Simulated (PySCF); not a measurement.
Vertical excitations of a molecule CH3FO3Si from TDDFT-PBE/def2-SVPD in PySCF, as energy in eV (oscillator strength): 5.52 (0.001), 6.39 (0.005), 6.91 (0.000), 7.14 (0.006), 7.41 (0.009), 7.51 (0.001), 7.62 (0.002), 7.83 (0.055), 8.02 (0.196), 8.25 (0.030). Lowest triplet (TDA): 4.99 eV. The structure is a stationary point at PBE0-D3(BJ)/def2-SVP. The values are those of a single conformer.

Task: Which molecule gave these data?
A. O[Si]1(F)OCO1
B. O=CO[Si@@H](O)F
C. O=C(O)[Si@H](O)F
D. O=C[Si](O)(O)F

Result: B, O=CO[Si@@H](O)F
